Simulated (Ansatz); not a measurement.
C2H4N2Si, SMILES `N=C1N=C[SiH2]1`, relaxed with RKS PBE-D4/def2-SVP in the Gaussian-basis code of Ansatz from a rough embedded geometry. The force threshold is 0.03 eV/Å; the program also tests the step.

The species carries charge 0 and has multiplicity 1.

Start:

```xyz
9

N     0.554   -1.046    1.686
C     0.241   -0.486    0.631
N    -0.079   -1.148   -0.510
C    -0.435   -0.174   -1.242
Si   -0.021    1.149   -0.012
H     0.598   -2.074    1.541
H    -0.750   -0.116   -2.273
H     1.136    1.971   -0.323
H    -1.245    1.924    0.502
```

```json
{"step": "1", "energy (eV)": "-12977.4518", "largest force (eV/Å)": "3.545", "largest move (Å)": "0.000"}
{"step": "2", "energy (eV)": "-12978.1013", "largest force (eV/Å)": "1.991", "largest move (Å)": "0.116"}
{"step": "3", "energy (eV)": "-12978.2256", "largest force (eV/Å)": "0.748", "largest move (Å)": "0.113"}
{"step": "4", "energy (eV)": "-12978.2552", "largest force (eV/Å)": "0.543", "largest move (Å)": "0.073"}
{"step": "5", "energy (eV)": "-12978.2649", "largest force (eV/Å)": "0.365", "largest move (Å)": "0.016"}
{"step": "6", "energy (eV)": "-12978.2682", "largest force (eV/Å)": "0.163", "largest move (Å)": "0.013"}
{"step": "7", "energy (eV)": "-12978.2693", "largest force (eV/Å)": "0.038", "largest move (Å)": "0.005"}
{"step": "8", "energy (eV)": "-12978.2694", "largest force (eV/Å)": "0.022", "largest move (Å)": "0.004"}
```

End:

```xyz
9

N     0.618   -1.127    1.755
C     0.251   -0.550    0.685
N    -0.140   -1.170   -0.578
C    -0.432   -0.132   -1.318
Si   -0.054    1.221   -0.021
H     0.606   -2.155    1.600
H    -0.775   -0.258   -2.362
H     1.123    2.127   -0.269
H    -1.198    2.044    0.509
```

Run time 15 s (2 threads of an Arm Neoverse V1 on a shared host); peak host memory 0.18 GiB.
